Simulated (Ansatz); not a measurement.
Abridged output of a molecular run in Ansatz:

```
Functional definition: HF
738 factors; integrals over basis functions are off by at most 1.1e-3 eV
mean field evaluation 1: about -23461.3114 eV, gradient 3.8e1 eV
mean field evaluation 2: about -23461.3139 eV, gradient 3.8e1 eV
mean field evaluation 4: about -23464.2221 eV, gradient 2.5e0 eV
mean field evaluation 8: about -23464.2478 eV, gradient 1.1e-4 eV
mean field -23464.24779040 eV, -862.2952016589 hartree, gradient 1.4e-6 eV, S^2 0.000000; 0 other end points of the search recorded, 0 dependent functions left out
12 core orbitals not correlated: weight in the atoms' cores, before any rotation towards them, 1.000 or more for the frozen orbitals, at most 0.000 for the correlated occupied ones
reference -23464.24779040 eV, -862.2952016589 hartree; 13, 13 occupied and 54, 54 virtual orbitals, 738 factors
second order -16.22434435 eV of doubles, -0.00000000 eV of singles
cycle   1  -16.64609632 eV  change   -4.2e-1 eV  update   8.8e-2
cycle   2  -17.00816316 eV  change   -3.6e-1 eV  update   2.5e-2
cycle   3  -17.10011964 eV  change   -9.2e-2 eV  update   1.3e-2
cycle   4  -17.09653306 eV  change    3.6e-3 eV  update   2.4e-3
cycle   5  -17.09554064 eV  change    9.9e-4 eV  update   9.3e-4
cycle   6  -17.09563926 eV  change   -9.9e-5 eV  update   2.9e-4
cycle   7  -17.09550067 eV  change    1.4e-4 eV  update   8.6e-5
cycle   8  -17.09547093 eV  change    3.0e-5 eV  update   2.6e-5
perturbative correction -0.34575793 eV, -0.0127063697 hartree
Total energy: -23481.68901926 eV, -862.9361549974 hartree
```

Its atoms:

Z-matrix (Å, degrees):
```
Si
F 1 1.594
S 1 2.124 2 107.3
O 1 1.624 2 112.2 3 -119.5
H 1 1.470 2 107.1 3 123.8
H 3 1.344 1 93.3 2 34.3
H 4 0.959 1 118.6 2 71.2
```

Task: Which basis set was used?
A. def2-SVP
B. def2-TZVPPD
C. def2-TZVPP
D. def2-SVPD

Result: A. It gives 79 functions.

Task: Write the keys of the input that set method, charge and spin (a neutral closed shell needs none for the last two).

Result: 
```yaml
correlation: {method: ccsd_t}
```
